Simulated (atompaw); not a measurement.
**Mg: one change to a PAW (atompaw) potential, before and after**

atompaw 4.2.0.5 input, output lines left out:

```
Mg 12
GGA-PBESOL scalarrelativistic loggrid 1500 logderivrange -5 5 251
3 3 0 0 0 0
3 0 1.75
3 1 0.25
0 0 0
c
c
v
v
v
2
2.80 2.50 2.00 1.80
y
1.95
n
n
y
0.4
n
bloechl sinc
3 -0.5 vpsmatchnc
```

Change: functional PBE; added wave 3d channel at 2.75 Ry.

Cutoffs: the cutoffs (Ry, on a coarse ladder) from which the occupation-weighted sum of valence levels, in a spherical-Bessel basis at the reference potential, stays within 10 and 1 mRy of its value at 400 Ry; they do not see the model core or the augmentation charge, which bear on the density cutoff.

Problem. What does the change do?

Solution. The potential gets softer (35 Ry and 45 Ry → 30 Ry and 40 Ry); the range in which the d phases agree widens (upper end 3.6 → at the end of the scan); neither file shows a bound ghost.

| quantity | base | changed |
| --- | --- | --- |
| cutoff, loose | 35 Ry | 30 Ry |
| cutoff, tight | 45 Ry | 40 Ry |
| loose cutoff by channel (10 mRy a level) | s 10 Ry, p 25 Ry | s 8 Ry, p 25 Ry |
| bound ghosts | none | none |
| s: phases at 2.82 bohr within 0.05 rad from the reference energy up to (Ry; the scan ends near 5) | 3.1 | 3.2 |
| p: phases at 2.82 bohr within 0.05 rad from the reference energy up to (Ry; the scan ends near 5) | n/a | n/a |
| d: phases at 2.82 bohr within 0.05 rad from the reference energy up to (Ry; the scan ends near 5) | 3.6 | to the end of the scan |
| lowest overlap eigenvalue by channel | s 0.30, p 1.00, d 1.00 | s 0.35, p 1.00, d 1.00 |

 The cutoffs see the waves, projectors and local potential, not the compensation charge or the core.
